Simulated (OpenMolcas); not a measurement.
Ag6+.

| Item | Value |
| --- | --- |
| Program | OpenMolcas |
| Method | CASSCF |
| Basis | ANO-RCC-VTZP [7s6p4d2f1g] |
| Scalar Hamiltonian | DKH2, point nucleus |
| Active space | 5 electrons in 10 orbitals (4d 5d) |
| State averaging | 2S+1 = 6 even, 1 root; 2S+1 = 4 even, 24 roots; 2S+1 = 2 even, 67 roots |
| Spin-orbit coupling | state interaction with AMFI integrals over the reference wave functions, term energies averaged over their components |

Levels without dynamic correlation, in cm⁻¹ above 4d⁵ ⁶S_5/2:

```tsv
Level	E
4d⁵ ²I_11/2	50135
4d⁵ ⁴G_5/2	34450
4d⁵ ⁴D_7/2	43285
```

On this reference, MS-CASPT2, IPEA 0.25 Eh, imaginary shift 0.1 Eh (closed shells correlated: 4s 4p) puts 4d⁵ ²I_11/2 at 46980 cm⁻¹.

Task: Estimate the other levels at that method by one scale factor, and say how well it serves.

Result: The factor is 46980 / 50135 = 0.937. Scaled values beside those that MS-CASPT2 gives and measured ones (the list in Gamrath, thesis, University of Mons (2023)):
| Level | Scaled | MS-CASPT2 | Miss (%) | Measured |
| --- | --- | --- | --- | --- |
| 4d⁵ ⁴G_5/2 | 32280 | 31380 | +2.9 | 29390 |
| 4d⁵ ⁴D_7/2 | 40558 | 38560 | +5.2 | 36485 |
For these levels the scaled values miss MS-CASPT2 by up to 5.2 %, as correlation changes each term by its own factor, spin-orbit parts do not scale and CASPT2 has its own spread within terms. This holds within one configuration; levels of others move differently, and the target method has errors of its own against measurement.

Term energies are means over components that CASPT2 splits; among the terms shown or strongly mixed into the levels shown the widest spread is 520 cm-1 (4d⁵ ²I, MS-CASPT2). Active for correlation alone: 5d; no level in the range computed is led by a configuration that fills it, so any true level of that kind is missing. Without dynamic correlation excited terms often stand tens of per cent too high (terms of higher spin than the ground term too low), and those without a measured partner can miss by more than the paired ones (holds for CASSCF). Measured partners are found by configuration, term and J. A level has none where our copy of the source lacks it or the pairing is in doubt (some pairs that miss far off the trend of their configuration count as doubtful), and it then counts in no deviation. Levels of configurations outside the active space are missing.
